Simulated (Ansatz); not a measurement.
Ideal-gas functions of ClF3H2MoO2 (`[OH][Mo]([OH])([F])([F])([F])[Cl]`) at 298.15 K and 1 bar, from an Ansatz frequency run at PBE0-D4/def2-TZVP.

Molar mass 222.4 g/mol, point group C1 (symmetry number 1), electronic degeneracy 1, moments of inertia 248.76, 367.089, 369.43 u Å². Harmonic wavenumbers (cm⁻¹, unscaled): 98, 116, 125, 210, 229, 242, 280, 317, 342, 384, 451, 501, 582, 617, 638, 656, 711, 769, 800, 3853, 3859.

Use S(trans) = R[1.5 ln M + 2.5 ln T − 1.1517]; rotational temperatures θ = 24.2544 K / I; S(rot) = R[ln(√π/σ · √(T³/θAθBθC)) + 1.5]; for each mode x = 1.438777 ν̃/T, S = R[x/(eˣ − 1) − ln(1 − e⁻ˣ)] and H = RT x/(eˣ − 1); 1 cm⁻¹ = 0.0119627 kJ/mol; R = 8.31446 J/(mol·K).

Task: By hand: the entropy, in J/(mol·K).

Result: Translation 176.3. Rotation: θ = 0.0975, 0.0661, 0.0657 K, giving 120.6. Vibration, mode by mode: 14.62, 13.25, 12.64, 8.55, 7.89, 7.48, 6.42, 5.55, 5.03, 4.28, 3.32, 2.74, 2.02, 1.76, 1.63, 1.52, 1.23, 0.98, 0.87, 0.00, 0.00, in all 101.8. Electronic 0.0. Sum 398.7 J/(mol·K).

Task: By hand: H − E and G − E in kJ/mol, counted from the electronic energy.

Result: Zero-point energy ½ × 15780 × 0.0119627 = 94.4; thermal vibration 17.3; translation, rotation and pV give 4 RT = 9.9. H − E = 121.6 kJ/mol, and G − E = 121.6 − 298.15 × 398.7/1000 = 2.7 kJ/mol.

Vibration gives 26 % of the entropy, 40.5 J/(mol·K) of it from the modes under 150 cm⁻¹: soft modes count most, and the harmonic formula is weakest for them. The sum counts one conformer and one mirror image; others add a mixing term.
